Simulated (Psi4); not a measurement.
CH$_{3}$FGeO (SMILES C[O][Ge][F]), singlet, at a GFN2-xTB geometry; PBE/pcseg-3 in Psi4.

Input for Psi4:
```
memory 2 GB

molecule mol {
0 1
Ge   -0.114487    0.039271    0.764914
F    -1.489842    0.826372   -0.193506
O     0.902608   -0.480465   -0.532350
C     1.076908   -0.532926   -1.932638
H     2.004018   -0.018867   -2.193576
H     1.145702   -1.577642   -2.242015
H     0.240144   -0.056238   -2.445477
}

set {
  basis pcseg-3
  reference rks
}

energy('pbe')
print_variables()
```

Question: Write the output that Psi4 gives for this input, abridged.

Answer: 
```
   => Loading Basis Set <=

    Name: PCSEG-3
    Role: ORBITAL
    Keyword: BASIS

         ---------------------------------------------------------
                                   SCF
               by Justin Turney, Rob Parrish, Andy Simmonett
                          and Daniel G. A. Smith
                              RKS Reference
         ---------------------------------------------------------

  ==> Geometry <==

    Molecular point group: c1
    Full point group: C1

    Geometry (in Angstrom), charge = 0, multiplicity = 1:

       Center              X                  Y                   Z               Mass
    ------------   -----------------  -----------------  -----------------  -----------------
         GE          -0.066146615514     0.016219803307     0.650134184634    73.921177761000
         F           -1.441501615514     0.803320803307    -0.308285815366    18.998403162730
         O            0.950948384486    -0.503516196693    -0.647129815366    15.994914619570
         C            1.125248384486    -0.555977196693    -2.047417815366    12.000000000000
         H            2.052358384486    -0.041918196693    -2.308355815366     1.007825032230
         H            1.194042384486    -1.600693196693    -2.356794815366     1.007825032230
         H            0.288484384486    -0.079289196693    -2.560256815366     1.007825032230

  Running in c1 symmetry.

  Rotational constants: A =      0.28857  B =      0.11339  C =      0.08268 [cm^-1]
  Rotational constants: A =   8650.97183  B =   3399.48301  C =   2478.70144 [MHz]
  Nuclear repulsion =  269.058294918949628

  Charge       = 0
  Multiplicity = 1
  Electrons    = 58
  Nalpha       = 29
  Nbeta        = 29

  ==> Algorithm <==

  SCF Algorithm Type is DF.
  DIIS enabled.
  MOM disabled.
  Fractional occupation disabled.
  Guess Type is SAD.
  Energy threshold   = 1.00e-06
  Density threshold  = 1.00e-06
  Integral threshold = 1.00e-12

  ==> Primary Basis <==

  Basis Set: PCSEG-3
    Blend: PCSEG-3
    Number of shells: 101
    Number of basis functions: 347
    Number of Cartesian functions: 426
    Spherical Harmonics?: true
    Max angular momentum: 4

  ==> DFT Potential <==

   => LibXC <=

    Version 7.1.2
    S. Lehtola, C. Steigemann, M. J. T. Oliveira, and M. A. L. Marques,  SoftwareX 7, 1–5 (2018) (10.1016/j.softx.2017.11.002)

   => Composite Functional: PBE <=

    PBE GGA Exchange-Correlation Functional

[...]
   @DF-RKS iter   6: -2291.66060948707582   -1.25221e-02   2.50564e-04 DIIS/ADIIS
   @DF-RKS iter   7: -2291.66256359382442   -1.95411e-03   1.43284e-04 DIIS/ADIIS
   @DF-RKS iter   8: -2291.66342914563074   -8.65552e-04   2.16493e-05 DIIS
   @DF-RKS iter   9: -2291.66345000345336   -2.08578e-05   5.38670e-06 DIIS
   @DF-RKS iter  10: -2291.66345154693772   -1.54348e-06   6.87989e-07 DIIS
   @DF-RKS iter  11: -2291.66345156389389   -1.69562e-08   1.92708e-07 DIIS
  Energy and wave function converged.

  ==> Post-Iterations <==

   Electrons on quadrature grid:
      Ntotal   =   57.9999996649 ; deviation = -3.351e-07

    Orbital Energies [Eh]
    ---------------------

    Doubly Occupied:

[...]
    Virtual:

[...]
    Final Occupation by Irrep:
              A
    DOCC [    29 ]
    NA   [    29 ]
    NB   [    29 ]

  @DF-RKS Final Energy: -2291.66345156389389

   => Energetics <=

    Nuclear Repulsion Energy =            269.0582949189496276
    One-Electron Energy =               -3728.1385488588448425
    Two-Electron Energy =                1271.5539158680692253
    DFT Exchange-Correlation Energy =    -104.1371134920676411
    Empirical Dispersion Energy =           0.0000000000000000
    VV10 Nonlocal Energy =                  0.0000000000000000
    Total Energy =                      -2291.6634515638938865

Computation Completed

Properties will be evaluated at   0.000000,   0.000000,   0.000000 [a0]

Properties computed using the SCF density matrix

 Multipole Moments:

 ------------------------------------------------------------------------------------
     Multipole            Electronic (a.u.)      Nuclear  (a.u.)        Total (a.u.)
 ------------------------------------------------------------------------------------

 L = 1.  Multiply by 2.5417464519 to convert [e a0] to [Debye]
 Dipole X            :         -4.6287835            5.2983315            0.6695480
 Dipole Y            :          2.1583620           -2.5265117           -0.3681497
 Dipole Z            :         12.5634116          -12.5803439           -0.0169323
 Magnitude           :                                                    0.7642744

 ------------------------------------------------------------------------------------

  Variable Map:
  ----------------------------------------------------------------------------
[...]
  Array Variable Map:
  ----------------------------------------------------------------------------
[...]
[...]
```
